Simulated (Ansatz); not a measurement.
F₂H₃NOZr, SMILES `[NH2][Zr]([OH])([F])[F]`. The species carries charge 0 and has multiplicity 1. Zr: def2 effective core potential.

| atom | x (Å) | y (Å) | z (Å) |
| --- | --- | --- | --- |
| N1 | 1.241 | 0.805 | 0.300 |
| Zr2 | -0.573 | 0.098 | -0.254 |
| O3 | -0.591 | -1.760 | 0.197 |
| F4 | -1.943 | 1.094 | 0.641 |
| F5 | -0.831 | 0.413 | -2.127 |
| H6 | 1.976 | 0.262 | 0.732 |
| H7 | 1.561 | 1.758 | 0.190 |
| H8 | -0.840 | -2.671 | 0.322 |

List the harmonic frequencies (cm⁻¹, unscaled) at PBE0-D4/def2-TZVP in Ansatz. (Estimate.)

Ansatz gave: 108, 164, 168, 169, 172, 208, 227, 312, 452, 501, 650, 650, 659, 733, 1541, 3562, 3655, 3999.

Is this a minimum?

Yes, all 18 modes are real.

Give the ideal-gas thermochemistry at 298.15 K and 1 bar (rigid rotor, harmonic oscillator; point group Cs, symmetry number 1).

Zero-point energy 107.2 kJ/mol; H(298) − E = 131.9 kJ/mol; entropy 374.9 J/(mol·K), of which translation 172.3, rotation 113.7, vibration 88.9; G(298) − E = 20.1 kJ/mol.

And at 400, 500, 600, 800 and 1000 K?


| T (K) | H − E (kJ/mol) | S (J/mol/K) | G − E (kJ/mol) |
| --- | --- | --- | --- |
| 400 | 144.9 | 412.2 | -20.0 |
| 500 | 158.4 | 442.4 | -62.8 |
| 600 | 172.6 | 468.2 | -108.3 |
| 800 | 202.0 | 510.4 | -206.4 |
| 1000 | 232.5 | 544.5 | -312.0 |
